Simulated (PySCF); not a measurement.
Ga(OH)(SiH3)2 (GaH₇OSi₂), SMILES [SiH3][Ga]([SiH3])[OH]. Atoms are numbered in the order given.

```xyz
11

Ga    -0.2556     0.0013     0.0000
O     -2.0674     0.1337     0.0000
H     -2.5230    -0.7286     0.0000
Si     0.7597     2.1945     0.0000
H      1.6400     2.3595    -1.2138
H      1.6400     2.3595     1.2138
H     -0.2683     3.2931     0.0000
Si     0.7430    -2.2149     0.0000
H      1.6151    -2.3985     1.2166
H      1.6151    -2.3985    -1.2166
H     -0.2943    -3.3101     0.0000
```

Geometry optimised at PBE-D3(BJ)/def2-SVP. The structure was generated by enumeration; whether it is a known compound was not checked. The values are those of a single conformer.

These are PBE-D3(BJ)/def2-SVP run with PySCF 2.14.0 values and carry that method's errors.

Frequencies are harmonic and unscaled.

```json
[
 {"mode": "1", "ν (cm⁻¹)": "23", "IR (km/mol)": "0.0", "moving atoms (share of kinetic energy)": "H 99 %"},
 {"mode": "2", "ν (cm⁻¹)": "38", "IR (km/mol)": "0.1", "moving atoms (share of kinetic energy)": "H 93 %"},
 {"mode": "3", "ν (cm⁻¹)": "71", "IR (km/mol)": "1.4", "moving atoms (share of kinetic energy)": "Si 53 %, Ga 23 %, H 19 %"},
 {"mode": "4", "ν (cm⁻¹)": "107", "IR (km/mol)": "4.2", "moving atoms (share of kinetic energy)": "Ga 46 %, O 22 %, H 17 %, Si 16 %"},
 {"mode": "5", "ν (cm⁻¹)": "140", "IR (km/mol)": "13.2", "moving atoms (share of kinetic energy)": "O 61 %, H 17 %, Si 13 %, Ga 9 %"},
 {"mode": "6", "ν (cm⁻¹)": "279", "IR (km/mol)": "0.4", "moving atoms (share of kinetic energy)": "Si 80 %, H 9 %, Ga 8 %"},
 {"mode": "7", "ν (cm⁻¹)": "344", "IR (km/mol)": "17.8", "moving atoms (share of kinetic energy)": "Si 51 %, Ga 37 %, H 13 %"},
 {"mode": "8", "ν (cm⁻¹)": "371", "IR (km/mol)": "31.4", "moving atoms (share of kinetic energy)": "H 93 %"},
 {"mode": "9", "ν (cm⁻¹)": "431", "IR (km/mol)": "14.5", "moving atoms (share of kinetic energy)": "H 82 %, Si 12 %"},
 {"mode": "10", "ν (cm⁻¹)": "436", "IR (km/mol)": "2.0", "moving atoms (share of kinetic energy)": "H 83 %, Si 9 %"},
 {"mode": "11", "ν (cm⁻¹)": "464", "IR (km/mol)": "78.1", "moving atoms (share of kinetic energy)": "H 90 %"},
 {"mode": "12", "ν (cm⁻¹)": "473", "IR (km/mol)": "7.1", "moving atoms (share of kinetic energy)": "H 84 %, Si 13 %"},
 {"mode": "13", "ν (cm⁻¹)": "654", "IR (km/mol)": "83.0", "moving atoms (share of kinetic energy)": "O 79 %, Ga 19 %"},
 {"mode": "14", "ν (cm⁻¹)": "769", "IR (km/mol)": "246.1", "moving atoms (share of kinetic energy)": "H 91 %"},
 {"mode": "15", "ν (cm⁻¹)": "806", "IR (km/mol)": "318.2", "moving atoms (share of kinetic energy)": "H 90 %, Si 9 %"},
 {"mode": "16", "ν (cm⁻¹)": "833", "IR (km/mol)": "46.6", "moving atoms (share of kinetic energy)": "H 91 %, Si 8 %"},
 {"mode": "17", "ν (cm⁻¹)": "899", "IR (km/mol)": "23.8", "moving atoms (share of kinetic energy)": "H 98 %"},
 {"mode": "18", "ν (cm⁻¹)": "899", "IR (km/mol)": "0.3", "moving atoms (share of kinetic energy)": "H 97 %"},
 {"mode": "19", "ν (cm⁻¹)": "902", "IR (km/mol)": "36.9", "moving atoms (share of kinetic energy)": "H 98 %"},
 {"mode": "20", "ν (cm⁻¹)": "903", "IR (km/mol)": "55.5", "moving atoms (share of kinetic energy)": "H 98 %"},
 {"mode": "21", "ν (cm⁻¹)": "2133", "IR (km/mol)": "102.5", "moving atoms (share of kinetic energy)": "H 99 %"},
 {"mode": "22", "ν (cm⁻¹)": "2139", "IR (km/mol)": "29.3", "moving atoms (share of kinetic energy)": "H 99 %"},
 {"mode": "23", "ν (cm⁻¹)": "2149", "IR (km/mol)": "38.6", "moving atoms (share of kinetic energy)": "H 96 %"},
 {"mode": "24", "ν (cm⁻¹)": "2151", "IR (km/mol)": "84.1", "moving atoms (share of kinetic energy)": "H 96 %"},
 {"mode": "25", "ν (cm⁻¹)": "2152", "IR (km/mol)": "109.2", "moving atoms (share of kinetic energy)": "H 96 %"},
 {"mode": "26", "ν (cm⁻¹)": "2169", "IR (km/mol)": "76.5", "moving atoms (share of kinetic energy)": "H 96 %"},
 {"mode": "27", "ν (cm⁻¹)": "3729", "IR (km/mol)": "51.6", "moving atoms (share of kinetic energy)": "H 94 %"}
]
```
